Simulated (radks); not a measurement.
Q: The mean radii <r> (bohr) of the occupied orbitals of an atom or ion are listed with their occupations. All-electron calculation, scalar-relativistic Kohn-Sham, PBEsol, spin-polarised, spherical densities, finite nucleus; Fermi nuclear charge, rms radius of each element as measured or else 0.836 A^(1/3) + 0.57 fm. Program: a radial shooting solver on a logarithmic mesh with Libxc functionals.

| orbital | occ. | <r> |
|---|---|---|
| 1s down | 1 | 0.01804 |
| 1s up | 1 | 0.01804 |
| 2s up | 1 | 0.07625 |
| 2s down | 1 | 0.07625 |
| 2p up | 3 | 0.06836 |
| 2p down | 3 | 0.06835 |
| 3s up | 1 | 0.1975 |
| 3s down | 1 | 0.1975 |
| 3p up | 3 | 0.1979 |
| 3p down | 3 | 0.1979 |
| 3d up | 5 | 0.1793 |
| 3d down | 5 | 0.1793 |
| 4s up | 1 | 0.4398 |
| 4s down | 1 | 0.4399 |
| 4p up | 3 | 0.4672 |
| 4p down | 3 | 0.4673 |
| 4d up | 5 | 0.4970 |
| 4d down | 5 | 0.4971 |
| 5s up | 1 | 0.9979 |
| 5s down | 1 | 0.9971 |
| 4f up | 7 | 0.5589 |
| 4f down | 6 | 0.5591 |
| 5p up | 3 | 1.125 |
| 5p down | 3 | 1.124 |
| 5d up | 1 | 1.390 |

Name the element and its charge. Open shells, if any, are filled with parallel spins first.

A: Z = 75, rhenium, charge +7: Re7+ in [Xe] 4f13 5d1. The 1s radius gives Z: for a bare nucleus <r> = (2 gamma + 1)/(2Z) with gamma = sqrt(1 - (Z/c)^2), 0.01783 bohr for Z = 75, and screening makes it slightly larger (0.01804 here). The occupations add up to 68, and the charge is Z minus that.
